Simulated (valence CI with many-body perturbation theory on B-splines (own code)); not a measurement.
# E1 transitions of Ce⁵³⁺

Level of theory: valence CI with perturbative core correlation (CI+MBPT): three valence electrons over a frozen Dirac-Fock core [He], radial functions for each j: 11 s, 11 p, 10 d, 8 f, 5 g, 2 h, with the one-electron correlation potential Σ1, the two-electron term Σ2, the three-electron term Σ3, Breit, model QED; selected CI, second order for the rest, scaled by the run's own slope (own B-spline code, finite nucleus).

The last digits are not significant, and no measured levels were compared; by estimate large intervals hold to a few tenths of a per cent, small ones and those within an open d or f shell to about a per cent.

Lines 101 to 150 of 555 in falling wavelength, among levels below 71080 × 10³ cm⁻¹, chosen from the strongest by gf and those to the six lowest levels. Wavelengths and rates use the calculated energies. Electric multipoles are in the length gauge, E1 and E2 with the static RPA response of the core. Weak lines are less certain than strong ones. Lines between different terms over intervals too small for the method are left out, as are lines whose strength nearly cancels.

Levels are named by their leading jj configuration (3d3/2^4 stands for four electrons in 3d with j = 3/2), which in mixed levels can hold well under half, so a name can repeat and another be missing. Letters in brackets count levels of one name in rising energy.

```csv
λ vac (Å),Upper,Lower,A (s⁻¹),log gf,Branch %
62.55,(2p3/2^2 3p3/2) J=3/2 [b],(2p3/2^2 3s) J=1/2,1.29e+11,-0.52,0.1
62.50,(2p1/2 2p3/2 3d5/2) J=7/2 [a],(2s 2p3/2 3d5/2) J=9/2,1.78e+10,-1.08,0.1
62.32,(2p1/2 2p3/2 3d3/2) J=5/2 [b],(2p1/2 2p3/2 3p1/2) J=5/2,3.43e+10,-0.92,0.0
61.85,(2p3/2^2 3d5/2) J=3/2,(2p3/2^2 3p1/2) J=1/2,3.61e+10,-1.08,0.0
61.60,(2p1/2 2p3/2 3p3/2) J=5/2 [b],(2s 2p3/2 3p3/2) J=5/2 [a],6.25e+10,-0.67,0.0
61.29,(2p1/2 2p3/2 3p3/2) J=5/2 [a],(2p1/2 2p3/2 3s) J=3/2 [a],6.53e+10,-0.66,0.0
61.02,(2p1/2^2 3d5/2) J=5/2,(2s 2p1/2 3d5/2) J=7/2,2.77e+10,-1.03,0.0
60.52,(2p1/2 2p3/2 3p3/2) J=5/2 [b],(2p1/2 2p3/2 3s) J=3/2 [c],6.65e+10,-0.66,0.0
60.01,(2s 2p1/2 3d3/2) J=3/2 [b],(2s 2p1/2 3p1/2) J=3/2,4.58e+10,-1.00,0.0
60.01,(2p1/2 2p3/2 3p3/2) J=7/2,(2p1/2 2p3/2 3s) J=5/2,5.11e+10,-0.66,0.0
59.94,(2s 2p1/2 3p3/2) J=3/2 [a],(2s 2p1/2 3s) J=1/2 [a],1.43e+11,-0.51,0.2
59.66,(2p1/2 2p3/2 3s) J=3/2 [c],(2s 2p3/2 3s) J=3/2 [a],5.73e+10,-0.91,0.1
59.21,(2p1/2 2p3/2 3s) J=3/2 [b],(2s 2p3/2 3s) J=5/2,4.48e+10,-1.03,0.1
59.15,(2s^2 3p3/2) J=3/2,(2s^2 3s) J=1/2,1.61e+11,-0.47,1.7
59.10,(2s 2p3/2 3p3/2) J=3/2,(2s 2p3/2 3s) J=3/2 [b],6.86e+10,-0.84,0.1
58.65,(2s 2p3/2 3p3/2) J=5/2 [a],(2s 2p3/2 3s) J=3/2 [a],5.74e+10,-0.75,0.1
58.62,(2s 2p1/2 3p3/2) J=1/2,(2s 2p1/2 3s) J=1/2 [b],1.20e+11,-0.91,0.1
58.55,(2s 2p1/2 3p3/2) J=5/2,(2s 2p1/2 3s) J=3/2,1.38e+11,-0.37,1.1
58.05,(2p1/2 2p3/2 3p3/2) J=3/2 [b],(2p1/2 2p3/2 3s) J=3/2 [b],5.35e+10,-0.97,0.0
57.96,(2s 2p3/2 3p3/2) J=3/2,(2s 2p3/2 3s) J=1/2,1.04e+11,-0.68,0.1
57.77,(2s 2p1/2 3p3/2) J=3/2 [b],(2s 2p1/2 3s) J=3/2,8.34e+10,-0.78,0.1
57.71,(2s 2p1/2 2p3/2) J=1/2,(2s^2 2p3/2) J=3/2,1.02e+10,-1.99,0.7
57.62,(2s 2p3/2 3p3/2) J=1/2 [a],(2s 2p3/2 3s) J=3/2 [a],1.47e+11,-0.83,0.1
57.51,(2s 2p1/2 2p3/2) J=3/2 [b],(2s^2 2p3/2) J=3/2,7.07e+09,-1.85,0.6
57.38,(2s 2p3/2 3p3/2) J=1/2 [b],(2s 2p3/2 3s) J=1/2,1.41e+11,-0.86,2.6
56.20,(2p1/2 2p3/2 3p3/2) J=1/2 [b],(2p1/2 2p3/2 3s) J=3/2 [c],1.24e+11,-0.93,0.1
56.06,(2p3/2^2 3p3/2) J=3/2 [a],(2p3/2^2 3s) J=3/2,1.54e+11,-0.54,0.1
55.33,(2p1/2^2 3p3/2) J=3/2,(2p1/2^2 3s) J=1/2,5.41e+10,-1.00,0.0
54.57,(2p1/2 2p3/2 3p3/2) J=5/2 [b],(2p1/2 2p3/2 3s) J=5/2,2.86e+10,-1.12,0.0
53.60,(2s 2p3/2 3p3/2) J=5/2 [a],(2s 2p3/2 3s) J=5/2,1.04e+11,-0.57,0.1
50.02,(2p1/2^2 2p3/2) J=3/2,(2s 2p1/2 2p3/2) J=5/2,4.94e+10,-1.13,5.0
43.99,(2p1/2^2 2p3/2) J=3/2,(2s 2p1/2 2p3/2) J=3/2 [a],1.56e+10,-1.74,1.6
20.31,(2p3/2^2 3d5/2) J=7/2,(2s 2p3/2 3d5/2) J=5/2 [b],2.87e+11,-0.85,6.1
20.30,(2p3/2^2 3p3/2) J=5/2,(2s 2p3/2 3p3/2) J=3/2,4.14e+11,-0.81,0.2
19.91,(2p3/2^2 3d3/2) J=3/2 [a],(2s 2p3/2 3d3/2) J=3/2 [b],3.52e+11,-1.08,0.1
19.88,(2p3/2^2 3p3/2) J=7/2,(2s 2p3/2 3p3/2) J=5/2 [b],6.77e+11,-0.49,0.4
19.87,(2p3/2^2 3d5/2) J=7/2,(2s 2p3/2 3d5/2) J=7/2 [b],2.21e+11,-0.98,4.7
19.86,(2p3/2^2 3d3/2) J=5/2,(2s 2p3/2 3d3/2) J=3/2 [b],3.18e+11,-0.95,0.1
19.84,(2p3/2^2 3d5/2) J=9/2,(2s 2p3/2 3d5/2) J=7/2 [b],6.29e+11,-0.43,17.9
19.70,(2p3/2^2 3d3/2) J=5/2,(2s 2p3/2 3d3/2) J=5/2 [b],2.51e+11,-1.06,0.0
19.68,(2p3/2^2 3s) J=5/2,(2s 2p3/2 3s) J=3/2 [b],6.94e+11,-0.62,2.2
19.64,(2p3/2^2 3d3/2) J=7/2,(2s 2p3/2 3d3/2) J=5/2 [b],6.02e+11,-0.56,0.1
19.58,(2p3/2^2 3p1/2) J=3/2,(2s 2p3/2 3p1/2) J=1/2,6.32e+11,-0.84,0.3
19.55,(2p3/2^2 3p1/2) J=5/2,(2s 2p3/2 3p1/2) J=3/2 [b],7.15e+11,-0.61,0.3
19.49,(2s 2p3/2^2) J=5/2,(2s^2 2p3/2) J=3/2,2.72e+11,-1.03,99.5
19.32,(2p3/2^2 3d5/2) J=5/2 [a],(2s 2p3/2 3d5/2) J=3/2 [b],3.58e+11,-0.92,0.1
19.28,(2p3/2^2 3s) J=3/2,(2s 2p3/2 3s) J=1/2,5.92e+11,-0.88,0.6
19.24,(2p3/2^2 3d5/2) J=5/2 [a],(2s 2p3/2 3d5/2) J=5/2 [b],3.49e+11,-0.93,0.1
19.13,(2p3/2^2 3p3/2) J=3/2 [a],(2s 2p3/2 3p3/2) J=1/2 [b],6.61e+11,-0.84,0.4
19.08,(2p1/2 2p3/2^2) J=3/2,(2s 2p1/2 2p3/2) J=1/2,6.80e+11,-0.83,34.5
```

Task: How does gf follow from A for the line at 59.66 Å?

Result: gf = 1.4992 × (2J+1)_upper × A / σ², with σ = 1676190 cm⁻¹ and 2J+1 = 4: gf = 0.122.
